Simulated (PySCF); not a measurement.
SMILES C[CH](C)[Zn][GeH3] (C₃H₁₀GeZn) (GFN2-xTB optimised geometry):

```
15

Zn    -0.112    -0.492     0.000
C      1.948    -0.492     0.000
C      2.442     0.233     1.255
C      2.441     0.245    -1.249
H      2.406    -1.484    -0.005
H      3.531     0.322     1.237
H      2.033     1.243     1.320
H      2.167    -0.309     2.159
H      2.166    -0.290    -2.158
H      3.530     0.334    -1.230
H      2.030     1.254    -1.305
Ge    -2.463     0.240     0.000
H     -2.832     1.484     0.777
H     -3.120     0.592    -1.315
H     -3.531    -0.682     0.538
```

Computed with PySCF with PBE0/def2-TZVP.

**Question.** What are the frontier orbital energies and the dipole moment?

**Answer.** HOMO-2 -8.87 eV, HOMO-1 -8.64 eV, HOMO -6.64 eV, LUMO -1.09 eV, LUMO+1 -0.87 eV; dipole moment 1.97 D.

On the same geometry PBE/def2-TZVP run with PySCF 2.14.0 gives HOMO-2 -7.61 eV, HOMO-1 -7.57 eV, HOMO -5.65 eV, LUMO -1.81 eV, LUMO+1 -1.57 eV; dipole moment 1.98 D.

Meta-Löwdin charges at PBE0/def2-TZVP: Zn1 0.93, C2 -0.49, C3 -0.35, C4 -0.35, H5 0.10, H6 0.11, H7 0.10, H8 0.11, H9 0.11, H10 0.11, H11 0.10, Ge12 -0.36, H13 -0.04, H14 -0.04, H15 -0.05.
